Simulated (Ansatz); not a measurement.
Li₂Te⁻. The state is a doublet with charge -1. Geometry PBE-D4/def2-TZVP, that of the neutral singlet; atoms count from 1.

```xyz
3

Li    1.7335    0.6370   -0.5318
Li   -1.7115   -0.6967   -0.5281
Te   -0.0220    0.0597    1.0599
```

In the def2 sets Te takes a core potential; there is no spin–orbit coupling. The highest occupied level of the charge -1 doublet lies above zero (up to 0.37 eV). By energy differences its removal costs 0.62 eV (vertical, to the charge 0 singlet, at PBE0-D4/def2-TZVPD); a positive level beside a positive removal energy at the same level points to self-interaction error. The structure comes from a short search, and lower isomers may exist.

Q: Estimate the Mulliken populations from the PBE0/def2-TZVPD orbitals of Ansatz.

A: 
```
atom  charge (e)  spin (α − β)
 Li1        0.08          0.55
 Li2        0.08          0.55
 Te3       -1.16         -0.10
```
Mulliken values and Mayer orders depend strongly on the basis. With diffuse functions, as here, like atoms can get unlike values, and bond orders can come out too low or too high.

Q: Where does the spin sit?

A: Summed by element: Li 1.10, Te -0.10, of 1 unpaired in all. Largest on single atoms: Li1 0.55, Li2 0.55, Te3 -0.10.

Q: And the Mayer bond orders between bonded heavy atoms (over 0.3)?

A: Li1–Te3 0.52 (2.44 Å); Li2–Te3 0.52 (2.44 Å). Values over 0.3 also appear between atoms too far apart for a bond (Li1–Li2 0.61 at 3.69 Å); they arise where an orbital or an unpaired electron spreads over both atoms.
